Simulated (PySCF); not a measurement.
Level of theory: PBE-D3(BJ)/def2-TZVP // PBE0-D3(BJ)/def2-SVP (PySCF). All species are isolated molecules in the gas phase. One relaxed conformer stands for a flexible species; it need not be the lowest. 

Reference species (SMILES): `[SiH3][Si]([SiH3])([SiH2]F)[SiH3]` (F–Si–Si–Si torsion 180°) (neutral, multiplicity 1).

- HOMO–LUMO gap = 5.05 eV
- HOMO = -6.92 eV

Changed species: `[SiH3][Si]([SiH2]C#C)([SiH3])[SiH3]` (one H of a SiH3 unit replaced by ethynyl; the reference has one H of a SiH3 unit replaced by fluoro).

### Question
Give the shifts of the HOMO–LUMO gap and HOMO.

### Answer
the HOMO–LUMO gap rises by 0.07 eV, to 5.12 eV; the HOMO increases by 0.31 eV, to -6.61 eV.
